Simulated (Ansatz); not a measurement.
The cluster MgAl₃⁻. Charge -1, multiplicity 3. Geometry PBE0-D4/def2-TZVP, that of the neutral doublet; atoms count from 1.

```tsv
atom	x (Å)	y (Å)	z (Å)
Al1	1.017	-0.392	-1.434
Al2	-0.466	-1.380	1.050
Al3	-1.315	0.533	-0.571
Mg4	0.764	1.238	0.955
```

The structure comes from a short search, and lower isomers may exist.

Q: Estimate the Mulliken populations from the PBE0/def2-TZVPD orbitals of Ansatz.

A: 
```csv
atom,charge (e),spin (α − β)
Al1,-0.31,0.41
Al2,-0.32,0.42
Al3,-0.40,0.71
Mg4,0.02,0.45
```
Mulliken values and Mayer orders depend strongly on the basis. With diffuse functions, as here, like atoms can get unlike values, and bond orders can come out too low or too high.

Q: Where does the spin sit?

A: Summed by element: Al 1.55, Mg 0.45, of 2 unpaired in all. Largest on single atoms: Al3 0.71, Mg4 0.45, Al2 0.42.

Q: And the Mayer bond orders between bonded heavy atoms (over 0.3)?

A: Al1–Al3 0.82 (2.65 Å); Al1–Mg4 0.50 (2.90 Å); Al2–Al3 0.83 (2.65 Å); Al2–Mg4 0.51 (2.89 Å); Al3–Mg4 0.75 (2.67 Å). Values over 0.3 also appear between atoms too far apart for a bond (Al1–Al2 0.61 at 3.06 Å); they arise where an orbital or an unpaired electron spreads over both atoms.
